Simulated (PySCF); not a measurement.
ClF₃H₃NTi, SMILES [Cl][Ti]([F])([F])([F])<-[NH3], multiplicity 1.

Geometry: PBE-D3(BJ)/def2-SVP. The multiplicity is an assumed one; other spin states were not compared.

Computed with PBE-D3(BJ)/def2-SVP in PySCF.

Frequencies are harmonic and unscaled.

```json
[
 {"mode": "1", "ν (cm⁻¹)": "78", "IR (km/mol)": "0.0", "moving atoms (share of kinetic energy)": "H 98 %"},
 {"mode": "2", "ν (cm⁻¹)": "96", "IR (km/mol)": "3.4", "moving atoms (share of kinetic energy)": "F 51 %, Cl 23 %, N 18 %, H 8 %"},
 {"mode": "3", "ν (cm⁻¹)": "115", "IR (km/mol)": "0.7", "moving atoms (share of kinetic energy)": "F 68 %, N 21 %, H 10 %"},
 {"mode": "4", "ν (cm⁻¹)": "177", "IR (km/mol)": "0.0", "moving atoms (share of kinetic energy)": "F 44 %, Ti 22 %, H 15 %, N 12 %"},
 {"mode": "5", "ν (cm⁻¹)": "181", "IR (km/mol)": "5.9", "moving atoms (share of kinetic energy)": "Cl 37 %, F 24 %, N 20 %, H 13 %"},
 {"mode": "6", "ν (cm⁻¹)": "205", "IR (km/mol)": "2.7", "moving atoms (share of kinetic energy)": "F 59 %, Cl 23 %, Ti 13 %"},
 {"mode": "7", "ν (cm⁻¹)": "236", "IR (km/mol)": "8.2", "moving atoms (share of kinetic energy)": "F 89 %"},
 {"mode": "8", "ν (cm⁻¹)": "254", "IR (km/mol)": "19.4", "moving atoms (share of kinetic energy)": "F 72 %, Ti 14 %"},
 {"mode": "9", "ν (cm⁻¹)": "298", "IR (km/mol)": "7.6", "moving atoms (share of kinetic energy)": "N 61 %, H 14 %, Ti 13 %, F 9 %"},
 {"mode": "10", "ν (cm⁻¹)": "414", "IR (km/mol)": "50.7", "moving atoms (share of kinetic energy)": "Cl 48 %, Ti 33 %, F 11 %"},
 {"mode": "11", "ν (cm⁻¹)": "556", "IR (km/mol)": "5.7", "moving atoms (share of kinetic energy)": "H 76 %, N 18 %"},
 {"mode": "12", "ν (cm⁻¹)": "562", "IR (km/mol)": "21.1", "moving atoms (share of kinetic energy)": "H 74 %, N 17 %"},
 {"mode": "13", "ν (cm⁻¹)": "718", "IR (km/mol)": "144.3", "moving atoms (share of kinetic energy)": "F 74 %, Ti 22 %"},
 {"mode": "14", "ν (cm⁻¹)": "746", "IR (km/mol)": "199.5", "moving atoms (share of kinetic energy)": "F 67 %, Ti 33 %"},
 {"mode": "15", "ν (cm⁻¹)": "776", "IR (km/mol)": "184.6", "moving atoms (share of kinetic energy)": "F 58 %, Ti 40 %"},
 {"mode": "16", "ν (cm⁻¹)": "1138", "IR (km/mol)": "123.0", "moving atoms (share of kinetic energy)": "H 83 %, N 17 %"},
 {"mode": "17", "ν (cm⁻¹)": "1567", "IR (km/mol)": "22.2", "moving atoms (share of kinetic energy)": "H 95 %"},
 {"mode": "18", "ν (cm⁻¹)": "1575", "IR (km/mol)": "14.0", "moving atoms (share of kinetic energy)": "H 95 %"},
 {"mode": "19", "ν (cm⁻¹)": "3388", "IR (km/mol)": "10.4", "moving atoms (share of kinetic energy)": "H 98 %"},
 {"mode": "20", "ν (cm⁻¹)": "3514", "IR (km/mol)": "25.6", "moving atoms (share of kinetic energy)": "H 92 %, N 8 %"},
 {"mode": "21", "ν (cm⁻¹)": "3521", "IR (km/mol)": "32.5", "moving atoms (share of kinetic energy)": "H 92 %, N 8 %"}
]
```
